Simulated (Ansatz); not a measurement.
A ladder of methods for CHBr2Cl (SMILES ClC(Br)Br)

The species is CHBr2Cl (5 atoms), meant as a singlet with charge 0. SMILES: `ClC(Br)Br`. Geometry: relaxed at PBE0-D4/def2-TZVP.

Quantity: the atomisation enthalpy at 298 K, in kJ/mol. The values are calculated. The thermal term (zero-point and 298 K enthalpy, harmonic and unscaled) is that of PBE0-D4/def2-TZVP; the spin-orbit lowering of the free atoms at 298 K, 32.8 kJ/mol by their spectra, is taken off.

**The experiment to reproduce.** Active Thermochemical Tables gives the atomisation enthalpy at 298 K of the gas as 1283 kJ/mol.

```json
{"level": "HF/def2-SVP", "kind": "Hartree–Fock", "program": "Ansatz", "value (kJ/mol)": "761", "computed − measured": "-522", "CPU time (all runs)": "4.5 s"}
{"level": "revPBE/def2-SVP", "kind": "GGA", "program": "Ansatz", "value (kJ/mol)": "1254", "computed − measured": "-29", "CPU time (all runs)": "11 s"}
{"level": "BHLYP/def2-SVP", "kind": "global hybrid", "program": "Ansatz", "value (kJ/mol)": "1154", "computed − measured": "-129", "CPU time (all runs)": "15 s"}
{"level": "r2SCAN0/def2-SVP", "kind": "hybrid meta-GGA", "program": "Ansatz", "value (kJ/mol)": "1239", "computed − measured": "-44", "CPU time (all runs)": "31 s"}
{"level": "HSE06/def2-SVP", "kind": "range-separated hybrid", "program": "Ansatz", "value (kJ/mol)": "1283", "computed − measured": "0", "CPU time (all runs)": "15 s"}
{"level": "RPA@PBE/def2-SVP", "kind": "RPA", "program": "Ansatz", "value (kJ/mol)": "1002", "computed − measured": "-281", "CPU time (all runs)": "23 s"}
{"level": "RPA@PBE0/def2-SVP", "kind": "RPA", "program": "Ansatz", "value (kJ/mol)": "1096", "computed − measured": "-187", "CPU time (all runs)": "26 s"}
{"level": "CCSD/def2-SVP", "kind": "coupled cluster or CI", "program": "Ansatz", "value (kJ/mol)": "1118", "computed − measured": "-165", "CPU time (all runs)": "30 s"}
```

Nearest: HSE06/def2-SVP (0 kJ/mol); farthest: HF/def2-SVP (-522 kJ/mol). Computed less measured by kind, in kJ/mol (of the ab initio rows, those in def2-SVP): Hartree–Fock -522; GGA -29; global hybrid -129 to -44; range-separated hybrid +0; RPA -281 to -187; coupled cluster or CI -165. Wave-function methods converge slowly with the basis and bind too weakly in sets of this size; that is part of their error here. All-electron rows without a relativistic Hamiltonian named are non-relativistic. In the correlated wave-function rows the outer d shell of Br is correlated, in sets not made for it. In so small a basis fixed costs decide the times, and correlated methods can beat functionals. CPU times are rough (shared hosts, several kinds of processor and program).
